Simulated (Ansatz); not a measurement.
Ansatz (a quantum-chemistry and plane-wave program) input (r2SCAN/def2-TZVPD):

Ansatz 0.2 input:
```yaml
crystal:
  periodic: [false, false, false]
  atoms:
    - {symbol: Fe, position_ang: [-0.00000000, -0.00000000, -0.06270422]}
    - {symbol: H, position_ang: [0.00000000, 0.00000000, 1.63030968]}
basis:
  gaussian:
    orbitals: def2-TZVPD
hamiltonian:
  xc: {name: r2SCAN}
magnetization: {spin_polarized: true, initial_magnetization: 5}
output: {forces: true}
```

End of the output:

```
integrals: 0.01 GiB planned
513 factors; their error is unknown
mean field: 0.18 GiB planned
mean field evaluation 1: about -34398.1235 eV, gradient 3.1e1 eV
mean field evaluation 2: about -34367.7739 eV, gradient 1.1e2 eV
mean field evaluation 4: about -34400.4284 eV, gradient 7.2e0 eV
mean field evaluation 8: about -34400.6369 eV, gradient 2.4e-2 eV
mean field evaluation 16: about -34400.6282 eV, gradient 5.1e-5 eV
mean field evaluation 32: about -34400.8547 eV, gradient 1.9e-4 eV
mean field evaluation 64: about -34400.8546 eV, gradient 2.2e-6 eV
mean field evaluation 96: about -34400.4829 eV, gradient 3.3e0 eV
mean field -34400.85466307 eV, -1264.2080911309 hartree, gradient 2.0e-6 eV, S^2 8.753270; 9 other end points of the search recorded, 0 dependent functions left out
the calculation of the forces begins
reference -34400.85468698 eV, -1264.2080920095 hartree; 16, 11 occupied and 41, 46 virtual orbitals, 513 factors
Total energy: -34400.85468698 eV, -1264.2080920095 hartree
Atom 0 at    -0.000000    -0.000000    -0.062704 Å, force    -0.000000     0.000000     0.288878 eV/Å
Atom 1 at     0.000000     0.000000     1.630310 Å, force     0.000000    -0.000000    -0.288878 eV/Å
Dipole moment:    -0.000000     0.000000    -0.142249 e Å
```

The spin state was set by rule; other spins were not relaxed.
